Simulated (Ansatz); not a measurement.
```yaml
crystal:
  periodic: [false, false, false]
  atoms:
    - {symbol: Cl, position_ang: [1.196953, -0.889615, 0.550568]}
    - {symbol: Ge, position_ang: [-0.690993, -0.371669, -0.415190]}
    - {symbol: H, position_ang: [-0.516860, 1.196584, -0.148678]}
basis:
  gaussian: {orbitals: def2-TZVPD}
magnetization: {spin_polarized: true, initial_magnetization: 0}
hamiltonian: {xc: {name: BLYP}, dispersion: d4}
outputs: {forces: true}
output: {forces: true}
```

```sh
$ ansatz run in.yaml --threads 4 --pin off --events-out ev --progress --plain --max-ram 10444MiB
```

It prints (some lines left out):

```
Error: YAML parse error: error: line 11 column 1: unknown field `outputs`, expected one of crystal, accuracy, basis, kpoints, hamiltonian, magnetization, projection, total_charge, correlation, batch, efield, external_charges, scf, relax, neb, saddle, md, ramp, phonons, dielectric, real_time, elastic, magnetic_configurations, gw, evaluate, workflow, output, checkpoint, execution
 9 | magnetization: {spin_polarized: true, initial_magnetization: 0}
10 | hamiltonian: {xc: {name: BLYP}, dispersion: d4}
11 | outputs: {forces: true}
12 | output: {forces: true}
```

Problem. Something in this input is off. What?

Solution. The input holds a key that doesn't belong there. The input was rejected before any iteration.
